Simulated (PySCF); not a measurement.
## Bond curve of RbS

Set-up: PySCF, scalar-relativistic core potentials, basis sets Rb def2-SVPD with ECP28, S def2-SVPD. Energies in eV from Rb + S in their ground configurations at the same level. State: ²Π (doublet), unpaired electrons π ↑.

All columns are B2PLYP. A positive dipole means Rb(−)S(+).

```json
{"R (Å)": "2.595", "E (eV)": "-1.915", "μ (D)": "-9.47", "Mulliken charge on Rb (basis-dependent)": "0.92", "HOMO (eV)": "-5.68", "LUMO (eV)": "-0.80", "Mayer bond order": "0.17", "⟨S²⟩": "0.75"}
{"R (Å)": "2.716", "E (eV)": "-2.232", "μ (D)": "-10.03", "Mulliken charge on Rb (basis-dependent)": "0.93", "HOMO (eV)": "-5.61", "LUMO (eV)": "-0.86", "Mayer bond order": "0.15", "⟨S²⟩": "0.76"}
{"R (Å)": "2.837", "E (eV)": "-2.407", "μ (D)": "-10.59", "Mulliken charge on Rb (basis-dependent)": "0.93", "HOMO (eV)": "-5.48", "LUMO (eV)": "-0.93", "Mayer bond order": "0.15", "⟨S²⟩": "0.76"}
{"R (Å)": "2.928", "E (eV)": "-2.471", "μ (D)": "-11.00", "Mulliken charge on Rb (basis-dependent)": "0.93", "HOMO (eV)": "-5.38", "LUMO (eV)": "-0.98", "Mayer bond order": "0.15", "⟨S²⟩": "0.76"}
{"R (Å)": "3.018", "E (eV)": "-2.494", "μ (D)": "-11.42", "Mulliken charge on Rb (basis-dependent)": "0.93", "HOMO (eV)": "-5.30", "LUMO (eV)": "-1.04", "Mayer bond order": "0.15", "⟨S²⟩": "0.76"}
{"R (Å)": "3.108", "E (eV)": "-2.486", "μ (D)": "-11.83", "Mulliken charge on Rb (basis-dependent)": "0.93", "HOMO (eV)": "-5.22", "LUMO (eV)": "-1.09", "Mayer bond order": "0.15", "⟨S²⟩": "0.76"}
{"R (Å)": "3.229", "E (eV)": "-2.439", "μ (D)": "-12.38", "Mulliken charge on Rb (basis-dependent)": "0.92", "HOMO (eV)": "-5.11", "LUMO (eV)": "-1.16", "Mayer bond order": "0.15", "⟨S²⟩": "0.76"}
{"R (Å)": "3.380", "E (eV)": "-2.345", "μ (D)": "-13.07", "Mulliken charge on Rb (basis-dependent)": "0.92", "HOMO (eV)": "-4.99", "LUMO (eV)": "-1.24", "Mayer bond order": "0.16", "⟨S²⟩": "0.76"}
{"R (Å)": "3.561", "E (eV)": "-2.201", "μ (D)": "-13.90", "Mulliken charge on Rb (basis-dependent)": "0.92", "HOMO (eV)": "-4.86", "LUMO (eV)": "-1.34", "Mayer bond order": "0.16", "⟨S²⟩": "0.76"}
{"R (Å)": "3.803", "E (eV)": "-1.987", "μ (D)": "-15.00", "Mulliken charge on Rb (basis-dependent)": "0.91", "HOMO (eV)": "-4.71", "LUMO (eV)": "-1.48", "Mayer bond order": "0.17", "⟨S²⟩": "0.76"}
```

A fit through these points gives, at Re = 3.035 Å, μ = -11.49 D and dμ/dR = -4.56 D/Å; the reduced mass is 23.23 u.

Question: How strong is the fundamental in the double-harmonic approximation, I = 42.26·(dμ/dR)²/μred km/mol?

Answer: I = 42.26·(-4.56)²/23.23 = 37.8 km/mol at B2PLYP.

Correlated steps freeze 5 core orbitals. Spin–orbit coupling is left out. B2PLYP dipoles, levels and charges come from its SCF part alone. The state is the lowest determinant that a PBE0 search found; another state may lie lower at other levels.
